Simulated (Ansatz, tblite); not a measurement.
Cost and result up the ladder for `CCCCCCCCCCCCO` (39 atoms). Total charge 0; singlet. Geometry: PBE-D4/def2-SVP.

| atom | x (Å) | y (Å) | z (Å) |
| --- | --- | --- | --- |
| C1 | 0.799 | 2.928 | -4.956 |
| C2 | -0.114 | 2.320 | -3.890 |
| C3 | 0.274 | 2.719 | -2.462 |
| C4 | -0.672 | 2.202 | -1.368 |
| C5 | -0.811 | 0.673 | -1.278 |
| C6 | 0.503 | -0.096 | -1.069 |
| C7 | 1.308 | 0.305 | 0.178 |
| C8 | 0.559 | 0.191 | 1.513 |
| C9 | 0.059 | -1.217 | 1.849 |
| C10 | -0.598 | -1.312 | 3.231 |
| C11 | -1.199 | -2.681 | 3.571 |
| C12 | -0.180 | -3.809 | 3.680 |
| O13 | -0.862 | -4.980 | 4.097 |
| H14 | 1.854 | 2.615 | -4.809 |
| H15 | 0.779 | 4.038 | -4.919 |
| H16 | 0.500 | 2.623 | -5.979 |
| H17 | -0.104 | 1.212 | -3.987 |
| H18 | -1.168 | 2.626 | -4.079 |
| H19 | 0.316 | 3.829 | -2.399 |
| H20 | 1.314 | 2.376 | -2.259 |
| H21 | -1.683 | 2.638 | -1.532 |
| H22 | -0.335 | 2.601 | -0.387 |
| H23 | -1.301 | 0.289 | -2.200 |
| H24 | -1.518 | 0.431 | -0.455 |
| H25 | 0.274 | -1.183 | -1.029 |
| H26 | 1.153 | 0.029 | -1.963 |
| H27 | 1.675 | 1.349 | 0.062 |
| H28 | 2.224 | -0.326 | 0.224 |
| H29 | -0.302 | 0.896 | 1.528 |
| H30 | 1.232 | 0.537 | 2.329 |
| H31 | 0.913 | -1.928 | 1.781 |
| H32 | -0.673 | -1.555 | 1.082 |
| H33 | -1.401 | -0.546 | 3.297 |
| H34 | 0.145 | -1.029 | 4.011 |
| H35 | -1.959 | -2.967 | 2.811 |
| H36 | -1.738 | -2.627 | 4.541 |
| H37 | 0.329 | -3.959 | 2.695 |
| H38 | 0.619 | -3.508 | 4.407 |
| H39 | -0.212 | -5.704 | 4.129 |

Ansatz on 6 threads of Intel Xeon 6975P-C on a shared host; xTB runs through tblite on one thread. Times are rough, summed over both states, and most runs start from the orbitals of an earlier one. PBE0-D4/def2-SVP serves as the yardstick here, not as an exact answer. The other state is a triplet.

The xTB rows come from tblite.

xTB has no spin-polarisation term.

```json
{"level": "GFN2-xTB", "functions": "78", "wall time": "0.054 s", "vertical triplet (eV)": "11.88", "difference from PBE0-D4/def2-SVP (eV)": "4.80"}
{"level": "GFN1-xTB", "functions": "104", "wall time": "0.12 s", "vertical triplet (eV)": "8.59", "difference from PBE0-D4/def2-SVP (eV)": "1.50"}
{"level": "PBE-D4/def2-SVP", "functions": "312", "wall time": "15 s", "vertical triplet (eV)": "6.78", "difference from PBE0-D4/def2-SVP (eV)": "-0.30"}
{"level": "PBE0-D4/def2-SVP", "functions": "312", "wall time": "24 s", "vertical triplet (eV)": "7.08", "difference from PBE0-D4/def2-SVP (eV)": "0.00"}
```
